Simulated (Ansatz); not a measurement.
Species: CH$_{5}$O$_{2}$Sn, net charge 0, doublet state. It need not be the lowest isomer of its formula. SMILES: [OH][Sn]([CH3])[OH]
Structure (B3LYP-D3(BJ)/def2-TZVP (Ansatz, a first-principles code) minimum search):
```xyz
9

C      2.0569    -0.3476    -0.1798
Sn    -0.1507    -0.2220    -0.1603
O     -0.4485     1.6478    -0.7696
O     -0.7734    -0.0234     1.7360
H      2.3964     0.0652    -1.1266
H      2.3733     0.2704     0.6590
H      2.3756    -1.3790    -0.0585
H     -1.1673     2.0795    -0.2931
H     -1.0096    -0.8445     2.1801
```
Charge 0, spin multiplicity 2.

Parts of the frozen-core correlation energy in STO-3G (Ansatz, hartree). Frozen orbitals: 26; correlated occupied orbitals by spin: 13 and 12; virtual: 8 and 9. UHF or UKS for open shells. Spin-orbit coupling is left out. In def2 rows, elements after Kr have scalar-relativistic effective core potentials. STO-3G rows are all-electron and non-relativistic.

```json
[
 {"term": "reference (HF)", "value": "-6151.27712"},
 {"term": "MP2 opposite-spin", "value": "-0.13227"},
 {"term": "MP2 same-spin", "value": "-0.02073"},
 {"term": "CCSD correlation", "value": "-0.19837"},
 {"term": "(T)", "value": "-0.00463"},
 {"term": "T1 diagnostic", "value": "0.021"},
 {"term": "largest doubles amplitude", "value": "0.034"},
 {"term": "<S^2> of the reference", "value": "0.760"}
]
```
